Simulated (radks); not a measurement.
Values are calculated unless marked as measured or tabulated.
Q: Successive ionisation energies (eV) of one element, from differences of total energies of ions in their ground configurations, starting at charge 22: 637.31, 682.65, 729.02, 776.38, 1009.8, 1056.4, 1103.3, 1150.7, 1198.4, 1259.4, 1309.2, 1359.3, 1409.9, 1460.7, 1654.8, 1704.2, 1753.1, 1816.7, 1867.4, 1917.5, 2046.9, 2102.4. Level of theory: non-relativistic Kohn-Sham, PBE, spin-polarised, spherical densities, point nucleus; open shells are filled with parallel spins first (spin-orbit coupling, left out, can overturn this in heavy ions); relativity is left out, which matters for an element this heavy (a radial shooting solver on a logarithmic mesh with Libxc functionals). Which element is it?

A: Hafnium (Z = 72). The first species listed is Hf22+ in [Kr] 4d10 4f4, the last Hf43+ in [Ar] 3d10 4s1.
